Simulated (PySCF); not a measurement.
Bond stretch in GaH, singlet.

Levels: RKS-PBE = PySCF with restricted PBE/cc-pVDZ; UKS-PBE = PySCF with unrestricted PBE/cc-pVDZ; RKS-CAM-B3LYP = restricted CAM-B3LYP/cc-pVDZ (PySCF); UCCSD(T) = CCSD(T) on UHF/cc-pVDZ, 9 core orbitals frozen in PySCF.

Energies relative to the lowest point of each curve near equilibrium, in kcal/mol; the last columns give the difference from UCCSD(T):

| R / Å | RKS-PBE | UKS-PBE | RKS-CAM-B3LYP | UCCSD(T) | RKS-PBE − UCCSD(T) | UKS-PBE − UCCSD(T) | RKS-CAM-B3LYP − UCCSD(T) |
|---|---|---|---|---|---|---|---|
| 1.26 | 37.9 | 37.9 | 35.8 | 35.1 | 2.8 | 2.8 | 0.7 |
| 1.34 | 22.3 | 22.3 | 20.6 | 19.9 | 2.4 | 2.4 | 0.6 |
| 1.43 | 11.0 | 11.0 | 9.7 | 9.2 | 1.8 | 1.8 | 0.5 |
| 1.51 | 4.9 | 4.9 | 4.0 | 3.7 | 1.3 | 1.3 | 0.3 |
| 1.58 | 1.8 | 1.8 | 1.3 | 1.1 | 0.7 | 0.7 | 0.2 |
| 1.62 | 0.8 | 0.8 | 0.4 | 0.3 | 0.4 | 0.4 | 0.1 |
| 1.68 | 0.0 | 0.0 | 0.0 | 0.0 | 0.0 | 0.0 | 0.0 |
| 1.74 | 0.0 | 0.0 | 0.4 | 0.4 | -0.4 | -0.4 | -0.1 |
| 1.80 | 0.6 | 0.6 | 1.3 | 1.5 | -0.8 | -0.8 | -0.1 |
| 1.84 | 1.3 | 1.3 | 2.3 | 2.4 | -1.1 | -1.1 | -0.2 |
| 1.93 | 3.5 | 3.5 | 5.0 | 5.2 | -1.6 | -1.6 | -0.2 |
| 2.08 | 8.5 | 8.5 | 10.8 | 10.9 | -2.4 | -2.4 | -0.1 |
| 2.29 | 16.8 | 16.8 | 20.3 | 20.1 | -3.2 | -3.2 | 0.2 |
| 2.53 | 26.7 | 26.7 | 31.6 | 30.6 | -3.9 | -3.9 | 1.0 |
| 2.75 | 35.3 | 35.3 | 41.6 | 39.4 | -4.0 | -4.0 | 2.2 |
| 3.00 | 44.2 | 44.2 | 52.1 | 47.9 | -3.6 | -3.6 | 4.2 |
| 3.36 | 55.0 | 53.6 | 65.3 | 56.9 | -2.0 | -3.4 | 8.3 |
| 3.68 | 62.5 | 58.4 | 75.1 | 61.5 | 1.0 | -3.1 | 13.6 |
| 4.16 | 71.0 | 62.5 | 87.1 | 64.0 | 6.9 | -1.5 | 23.1 |
| 4.57 | 76.0 | 64.4 | 95.1 | 64.6 | 11.4 | -0.2 | 30.5 |
| 4.98 | 79.7 | 65.4 | 101.4 | 64.8 | 14.8 | 0.6 | 36.5 |
| 5.92 | — | 65.6 | 110.9 | 64.9 | — | 0.7 | 46.0 |
| 6.69 | — | 65.7 | 115.4 | 64.9 | — | 0.7 | 50.4 |

RKS-PBE is furthest from UCCSD(T) at 4.98 (14.8 kcal/mol, above); its mean absolute difference over the points is 3.2 kcal/mol.

UKS-PBE is furthest from UCCSD(T) at 2.75 (-4.0 kcal/mol, below); its mean absolute difference over the points is 1.8 kcal/mol.

RKS-CAM-B3LYP is furthest from UCCSD(T) at 6.69 (50.4 kcal/mol, above); its mean absolute difference over the points is 9.5 kcal/mol.

A dash means that the run gave no value there, or that the column was ended at a point which the program doubted or which failed a test of continuity chosen for this set; such a test can also cut sound points.

The restricted form behind RKS-PBE, RKS-CAM-B3LYP keeps the bonding electrons paired and can't separate into open-shell fragments. The unrestricted determinant behind UKS-PBE is spin-contaminated at 3.36 to 6.69 Å (<S²> up to 1.0, against 0.00 for a pure singlet). At the longest distance RKS-CAM-B3LYP leaves fractional charges on the fragments, a sign of delocalisation error or of the restricted form. The unrestricted determinant behind UCCSD(T) is spin-contaminated at 1.26 to 1.43, 2.53 to 6.69 Å (<S²> up to 1.0, against 0.00 for a pure singlet).
